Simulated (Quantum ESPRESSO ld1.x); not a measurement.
Problem. Os, configuration [Xe] 4f13 5d6 6s2 6p1 (not the ground configuration). Calculated with ld1.x of Quantum ESPRESSO 7.5: non-relativistic Kohn-Sham, LDA (Slater exchange, VWN5 correlation), spin-polarised, spherical densities, point nucleus; open shells are filled with parallel spins first; relativity is left out, which matters for an element this heavy. Some entries of the table are withheld. Estimate them.

| orbital | occ. | eigenvalue (eV) | <r> (bohr) | r(max) (bohr) |
|---|---|---|---|---|
| 1s up | 1 | -67371.1 | 0.01994 | 0.013 |
| 1s down | 1 | -67371.1 | 0.01994 | 0.013 |
| 2s up | 1 | -11161.5 | 0.08413 | 0.072 |
| 2s down | 1 | -11161.2 | 0.08413 | 0.072 |
| 2p up | 3 | -10715.8 | 0.07112 | 0.056 |
| 2p down | 3 | -10715.5 | 0.07111 | 0.056 |
| 3s up | 1 | -2591.25 | 0.2132 | 0.198 |
| 3s down | 1 | -2590.23 | 0.2132 | 0.198 |
| 3p up | 3 | -2382.59 | 0.2033 | 0.186 |
| 3p down | 3 | -2381.65 | 0.2033 | 0.186 |
| 3d up | 5 | -1992.15 | 0.1780 | 0.146 |
| 3d down | 5 | -1991.36 | 0.1779 | 0.146 |
| 4s up | 1 | -544.163 | 0.4718 | 0.441 |
| 4s down | 1 | -542.744 | 0.4719 | 0.441 |
| 4p up | 3 | -455.800 | 0.4772 | 0.441 |
| 4p down | 3 | -454.373 | 0.4772 | 0.441 |
| 4d up | 5 | -293.846 | 0.4888 | 0.438 |
| 4d down | 5 | -292.379 | 0.4888 | 0.438 |
| 5s up | 1 | -83.6142 | 1.086 | 0.989 |
| 5s down | 1 | -81.0688 | 1.084 | 0.989 |
| 4f up | 7 | -79.6178 | 0.5296 | 0.394 |
| 4f down | 6 | -78.0197 | 0.5287 | 0.394 |
| 5p up | 3 | -56.1910 | 1.184 | 1.05 |
| 5p down | 3 | -53.5468 | 1.182 | 1.05 |
| 5d up | 5 | (1) | 1.591 | (2) |
| 5d down | 1 | (3) | 1.620 | (4) |
| 6s up | 1 | -7.5348 | 3.015 | 2.56 |
| 6s down | 1 | -6.2189 | 3.152 | 2.65 |
| 6p up | 1 | -3.0212 | 3.944 | 3.21 |
| 6p down | 0 | -2.1675 | 4.278 | 3.39 |

Solution. 
(1) 5d up eigenvalue (eV): -14.1230
(2) 5d up r(max) (bohr): 1.28
(3) 5d down eigenvalue (eV): -11.5275
(4) 5d down r(max) (bohr): 1.28
